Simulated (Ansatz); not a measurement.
Ansatz results at the PBE0-D4/def2-TZVP geometry: LUMO energy (PBE0/def2-TZVPP) -3.19 eV; HOMO–LUMO gap (B3LYP/def2-TZVPP) 6.52 eV; zero-point energy (PBE0-D4/def2-TZVP) 32.4 kJ/mol.

(1) Which molecule gave them?
A. `[O]=[Re](=[O])(=[O])[F]`
B. `[O]=[Zr]=[O]`
C. `[CH3][Al]=[O]`
D. `[O]=[Ru](=[O])(=[O])=[O]`

Answers

(1) A. The others give `[O]=[Zr]=[O]`: -2.89, 3.28, 12.9; `[CH3][Al]=[O]`: -1.52, 5.21, 101.0; `[O]=[Ru](=[O])(=[O])=[O]`: -4.99, 5.05, 35.5.

B3LYP here is the variant with VWN-RPA as its local correlation; programs differ in this.
